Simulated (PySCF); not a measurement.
## Spinor energies of V (vanadium, neutral)

Start: [Ar] 3d3 4s1 4p1; 3d5/2 filled at m_j = +1/2, +3/2, +5/2; 4s1/2 filled at m_j = +1/2; 4p3/2 filled at m_j = +3/2. Calculated with PySCF 2.14 in x2c-SVPall-2c with one added diffuse shell each of s, d type (6s5p4d1f, 48 functions): generalised Hartree-Fock with the X2C-1e Hamiltonian and a Gaussian nucleus; one run each with spin-orbit coupling (SO) switched off, then screened by Boettger's factors. This is a chosen level, not necessarily the ground level.

```tsv
spinor shell	electrons	ε, spin-free (eV)	ε, screened SO (eV)	weight of nominal j (screened SO)	rms radius, screened SO (bohr)
1s1/2	2	-5518.5	-5518.5	1.000	0.0768
2s1/2	2	-657.04	-657.05	1.000	0.333
2p1/2	2	-545.89	-550.64	0.993	0.301
2p3/2	4	-545.89	-543.56	0.996	0.304
3s1/2	2	-87.488	-87.496	1.000	1.02
3p3/2	4	-54.894	-55.461	0.836	1.11
3p1/2	2	-54.894	-53.786	0.673	1.11
3d5/2	3	-13.445	-13.437	0.793	1.57
4s1/2	1	-8.171	-8.172	0.998	3.59
4p3/2	1	-4.190	-4.168	1.000	3.46
```

```
   quantity   spin-free  screened SO
E (hartree)  -947.93848   -947.94216
        M_J        13/2         13/2
       ⟨J²⟩      48.764       48.764
       ⟨L²⟩      20.014       20.017
       ⟨S²⟩       8.750        8.749
```

Each row is a mean over spinors that exchange with the open shell spreads, by up to 9.950 eV (3p3/2).

Rows whose weight is well below 1 are mixtures of j = l ± 1/2: exchange outweighs spin-orbit coupling there, and the label is only the starting occupation.

Without spin-orbit coupling the j labels of p, d and f shells carry no meaning; the spin-free column gives the mean over the occupied spinors of each nl shell.
